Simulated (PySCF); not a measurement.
## Atomic charges against the basis set

Compound: CH6N2Si2.
SMILES with atom numbers: `[N:1]#[C:2][SiH2:3][NH:4][SiH3:5]` (hydrogens: H6, H7 on Si3; H8 on N4; H9, H10, H11 on Si5)

PBE0 throughout (PySCF), one geometry, spherical d and f functions. The structure is a single PBE0-D3(BJ)/def2-SVP conformer in the gas phase; no vibrational or solvent corrections. Atoms taken as equivalent share a column and are averaged. The first 7 of 8 kinds of atom are listed.

Mulliken charges (e):

```
        basis  functions      N1      C2     Si3      N4     Si5   H6/H7      H8
       STO-3G         39  -0.209  -0.146  +0.762  -0.652  +0.641  -0.102  +0.169
        6-31G         65  -0.290  -0.113  +0.920  -1.145  +0.757  -0.089  +0.372
     pcSseg-0         65  -0.391  -0.259  +1.118  -1.272  +0.706  -0.026  +0.364
       6-31G*         90  -0.271  -0.005  +0.593  -0.882  +0.510  -0.055  +0.377
      cc-pVDZ        108  -0.115  -0.168  +0.445  -0.421  +0.324  -0.030  +0.142
     def2-SVP        108  -0.067  -0.267  +0.572  -0.569  +0.475  -0.047  +0.180
  aug-cc-pVDZ        177  -0.371  -0.014  +0.229  -0.571  -0.386  +0.237  -0.042
6-311+G(2d,p)        187  -0.230  -0.231  +0.854  -0.934  +0.568  -0.043  +0.240
    def2-TZVP        203  -0.038  -0.210  +0.323  -0.516  +0.242  +0.009  +0.237
      cc-pVTZ        242  -0.068  -0.195  +0.309  -0.292  +0.202  -0.005  +0.136
     IGLO-III        253  -0.311  -0.057  +0.863  -0.689  +0.799  -0.143  +0.185
```

IAO charges (e):

```
        basis  functions      N1      C2     Si3      N4     Si5   H6/H7      H8
       STO-3G         39  -0.161  -0.201  +0.835  -0.798  +0.722  -0.104  +0.195
        6-31G         65  -0.185  -0.164  +0.748  -0.860  +0.586  -0.071  +0.278
     pcSseg-0         65  -0.186  -0.171  +0.773  -0.863  +0.584  -0.075  +0.269
       6-31G*         90  -0.190  -0.184  +0.872  -0.913  +0.719  -0.106  +0.275
      cc-pVDZ        108  -0.184  -0.187  +0.862  -0.908  +0.711  -0.103  +0.275
     def2-SVP        108  -0.182  -0.188  +0.877  -0.908  +0.730  -0.110  +0.272
  aug-cc-pVDZ        177  -0.200  -0.176  +0.865  -0.923  +0.712  -0.101  +0.282
6-311+G(2d,p)        187  -0.200  -0.183  +0.899  -0.945  +0.747  -0.109  +0.283
    def2-TZVP        203  -0.197  -0.187  +0.911  -0.948  +0.758  -0.113  +0.282
      cc-pVTZ        242  -0.194  -0.186  +0.896  -0.940  +0.742  -0.110  +0.282
     IGLO-III        253  -0.199  -0.185  +0.908  -0.949  +0.755  -0.112  +0.284
```

Hirshfeld charges (e):

```csv
basis,functions,N1,C2,Si3,N4,Si5,H6/H7,H8
STO-3G,39,-0.185,-0.087,+0.497,-0.345,+0.419,-0.068,+0.090
6-31G,65,-0.187,-0.056,+0.416,-0.339,+0.352,-0.054,+0.128
pcSseg-0,65,-0.188,-0.059,+0.425,-0.323,+0.366,-0.059,+0.121
6-31G*,90,-0.195,-0.041,+0.399,-0.315,+0.343,-0.058,+0.137
cc-pVDZ,108,-0.188,-0.051,+0.409,-0.306,+0.354,-0.062,+0.131
def2-SVP,108,-0.193,-0.044,+0.413,-0.307,+0.359,-0.064,+0.131
aug-cc-pVDZ,177,-0.203,-0.046,+0.423,-0.333,+0.362,-0.057,+0.129
"6-311+G(2d,p)",187,-0.204,-0.045,+0.421,-0.330,+0.365,-0.058,+0.130
def2-TZVP,203,-0.202,-0.043,+0.415,-0.325,+0.358,-0.058,+0.134
cc-pVTZ,242,-0.199,-0.043,+0.414,-0.322,+0.356,-0.059,+0.132
IGLO-III,253,-0.207,-0.043,+0.415,-0.324,+0.353,-0.056,+0.131
```

Q: Which scheme is steadiest as the basis changes?

A: Largest range over the bases for any column: Hirshfeld 0.10 e, IAO 0.17 e, Mulliken 1.18 e. Hirshfeld charges move least and Mulliken charges most, counted in e. Without the minimal STO-3G basis the ranges are Hirshfeld 0.03, IAO 0.17, Mulliken 1.18 e.

Q: How much do the charges still move between the two largest bases, cc-pVTZ and IGLO-III?

A: At most, over all atoms: Mulliken 0.597 e, IAO 0.013 e, Hirshfeld 0.008 e.

Q: What do the same runs give for the total energy, the frontier levels and the dipole moment?

A: 
```csv
basis,energy (Eh),HOMO (eV),LUMO (eV),μ (D)
STO-3G,-721.1910,-4.34,4.20,3.56
6-31G,-729.6376,-7.77,-0.53,3.68
pcSseg-0,-728.7635,-7.99,-0.69,3.87
6-31G*,-729.7620,-8.02,-0.62,3.70
cc-pVDZ,-729.8025,-8.01,-0.61,3.66
def2-SVP,-729.5096,-8.11,-0.65,3.67
aug-cc-pVDZ,-729.8164,-8.16,-1.06,3.87
"6-311+G(2d,p)",-729.8724,-8.24,-1.10,3.87
def2-TZVP,-729.8901,-8.24,-0.98,3.83
cc-pVTZ,-729.8865,-8.20,-0.89,3.79
IGLO-III,-729.8924,-8.23,-0.98,3.87
```

The dipole is fixed by the density alone, so its range of 0.31 D shows that the density itself changes with the basis, not only its division among atoms.
